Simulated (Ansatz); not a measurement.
Ansatz (an electronic-structure program) input (CCSD(T)/aug-cc-pV(D+d)Z):
A basis named .json is the Basis Set Exchange file of that set.

Ansatz 0.2 input:
```yaml
crystal:
  periodic: [false, false, false]
  atoms:
    - {symbol: B, position_ang: [0.04464608, 0.16872559, -0.07547794]}
    - {symbol: Cl, position_ang: [1.19108183, 1.32416079, -0.74580513]}
    - {symbol: Cl, position_ang: [0.62736663, -1.41953979, 0.45194296]}
    - {symbol: O, position_ang: [-1.23661918, 0.52514328, 0.01616638]}
    - {symbol: C, position_ang: [-2.27146034, -0.31335029, 0.53965100]}
    - {symbol: H, position_ang: [-2.06130161, -0.57481840, 1.57642695]}
    - {symbol: H, position_ang: [-2.35848035, -1.22450087, -0.05167697]}
    - {symbol: H, position_ang: [-3.19535667, 0.25608988, 0.48105956]}
basis:
  gaussian:
    orbitals: aug-cc-pV_D+d_Z.json
magnetization: {spin_polarized: false}
correlation: {method: ccsd_t, electrons: outside_noble_gas}
output: {forces: true}
```

End of the output:

```
cycle   8  -20.94736770 eV  change    6.2e-6 eV  update   6.6e-5
cycle   9  -20.94739204 eV  change   -2.4e-5 eV  update   2.4e-5
cycle  10  -20.94738532 eV  change    6.7e-6 eV  update   9.6e-6
perturbative correction -0.70013612 eV, -0.0257295280 hartree
the calculation of the forces begins
Total energy: -28820.17505651 eV, -1059.1218983106 hartree
Atom 0 at     0.044646     0.168726    -0.075478 Å, force     0.570627    -0.270486     0.003778 eV/Å
Atom 1 at     1.191082     1.324161    -0.745805 Å, force     0.170711     0.187491    -0.105977 eV/Å
Atom 2 at     0.627367    -1.419540     0.451943 Å, force     0.045711    -0.241302     0.087946 eV/Å
Atom 3 at    -1.236619     0.525143     0.016166 Å, force    -0.544137     0.702319    -0.180934 eV/Å
Atom 4 at    -2.271460    -0.313350     0.539651 Å, force     0.069854    -0.117357     0.034080 eV/Å
Atom 5 at    -2.061302    -0.574818     1.576427 Å, force     0.103519    -0.112562     0.458842 eV/Å
Atom 6 at    -2.358480    -1.224501    -0.051677 Å, force    -0.028975    -0.402216    -0.267030 eV/Å
Atom 7 at    -3.195357     0.256090     0.481060 Å, force    -0.387310     0.254113    -0.030706 eV/Å
Dipole moment:    -0.460601    -0.177991     0.155100 e Å
```
